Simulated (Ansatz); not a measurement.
Reaction (formal exchange of groups at a B–C bond): `BCOC` + `B[SiH](O)F` → `B[SiH](B)F` + `COCO`

Calculated with Ansatz (gas phase, PBE0-D4/def2-TZVP geometries, no zero-point term in ΔE). CCSD(T)/CBS is the MP2 limit (def2-TZVPP, def2-QZVPP) plus CCSD(T) − MP2 in def2-TZVPP, frozen cores. This one scheme is used for every species. Each species was taken in one conformer, which may not be the lowest.

```tsv
level	ΔE (kcal/mol)
HF/def2-TZVPP	43.3
CCSD(T)/def2-TZVPP	40.7
```

Problem. What does CCSD(T)/CBS give? (An estimate is asked.)

Solution. Ansatz gave: +41.6 kcal/mol. The listed levels differ from it by 1.7, -0.9 kcal/mol.

Largest T1 diagnostic among the species: 0.013.

From PBE to PBE0 (25 % exact exchange), in def2-TZVPP and without D4, ΔE moves by +1.9 kcal/mol.
